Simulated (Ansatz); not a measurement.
# A saddle search, step by step

GeNH$_{4}$F, closed shell, r2SCAN-D4/def2-SVP (Ansatz 0.2.0). Settings; a guess of the unstable mode was typed too, and convergence needs a confirmed negative curvature besides the force tolerance:

```yaml
hamiltonian: {xc: r2scan, dispersion: d4}
saddle:
  f_tol: 0.05
  max_steps: 40
```

Start:

```tsv
atom	x (Å)	y (Å)	z (Å)
Ge1	-0.5862	-0.2793	0.4669
F2	1.6919	-0.5344	0.0341
N3	-0.1822	0.6478	-1.0793
H4	1.0833	0.0061	-0.6744
H5	-0.8934	-1.8013	0.3002
H6	-0.9339	0.2975	1.7976
H7	-0.3221	1.6599	-0.9260
```

| step | energy less the last (meV) | largest force component (eV/Å) |
| --- | --- | --- |
| 1 | 216.9 | 2.949 |
| 2 | 42.9 | 1.876 |
| 3 | -0.1 | 0.799 |
| 4 | -5.4 | 0.260 |
| 5 | -4.0 | 0.228 |
| 6 | -4.2 | 0.157 |
| 7 | -1.3 | 0.109 |
| 8 | -1.0 | 0.061 |
| 9 | 0.5 | 0.045 |
| 10 | 0.4 | 0.042 |
| 11 | 0.0 | 0.016 |

Step 4, positions (Å) and forces (eV/Å):

| atom | x | y | z | Fx | Fy | Fz |
| --- | --- | --- | --- | --- | --- | --- |
| Ge1 | -0.599 | -0.269 | 0.405 | -0.080 | 0.011 | 0.260 |
| F2 | 1.642 | -0.549 | 0.022 | 0.050 | -0.198 | 0.237 |
| N3 | -0.233 | 0.616 | -1.036 | 0.037 | 0.142 | -0.172 |
| H4 | 1.151 | 0.017 | -0.683 | -0.131 | 0.196 | -0.191 |
| H5 | -0.849 | -1.763 | 0.302 | 0.036 | -0.121 | -0.008 |
| H6 | -0.944 | 0.316 | 1.799 | 0.073 | -0.040 | -0.080 |
| H7 | -0.310 | 1.628 | -0.889 | 0.014 | 0.011 | -0.048 |

Step 5, positions (Å) and forces (eV/Å):

```json
{"atom": "Ge1", "x": "-0.607", "y": "-0.264", "z": "0.403", "Fx": "-0.035", "Fy": "0.000", "Fz": "0.178"}
{"atom": "F2", "x": "1.651", "y": "-0.572", "z": "0.028", "Fx": "-0.228", "Fy": "0.132", "Fz": "-0.079"}
{"atom": "N3", "x": "-0.250", "y": "0.626", "z": "-1.040", "Fx": "0.174", "Fy": "-0.013", "Fz": "-0.065"}
{"atom": "H4", "x": "1.165", "y": "0.014", "z": "-0.674", "Fx": "0.002", "Fy": "-0.044", "Fz": "0.047"}
{"atom": "H5", "x": "-0.840", "y": "-1.764", "z": "0.299", "Fx": "0.019", "Fy": "-0.061", "Fz": "-0.010"}
{"atom": "H6", "x": "-0.940", "y": "0.317", "z": "1.800", "Fx": "0.060", "Fy": "-0.037", "Fz": "-0.063"}
{"atom": "H7", "x": "-0.322", "y": "1.638", "z": "-0.897", "Fx": "0.008", "Fy": "0.022", "Fz": "-0.008"}
```

Step 6, positions (Å) and forces (eV/Å):

```csv
atom,x,y,z,Fx,Fy,Fz
Ge1,-0.610,-0.262,0.404,-0.030,0.030,0.084
F2,1.652,-0.570,0.027,-0.157,0.063,-0.027
N3,-0.251,0.628,-1.040,0.117,-0.049,-0.008
H4,1.169,0.007,-0.673,-0.012,0.014,0.002
H5,-0.838,-1.764,0.299,0.021,-0.034,-0.006
H6,-0.940,0.317,1.801,0.049,-0.031,-0.044
H7,-0.325,1.641,-0.899,0.012,0.007,-0.001
```

Last step (11):

```tsv
atom	x (Å)	y (Å)	z (Å)
Ge1	-0.6530	-0.2464	0.4122
F2	1.7058	-0.5790	-0.0177
N3	-0.2640	0.6328	-1.0239
H4	1.2068	-0.0276	-0.6833
H5	-0.8178	-1.7583	0.3101
H6	-0.9930	0.3278	1.8040
H7	-0.3273	1.6470	-0.8825
```

Hardware: 2 CPU threads of an Arm Neoverse V1, shared host. Wall time about 2.3 min.
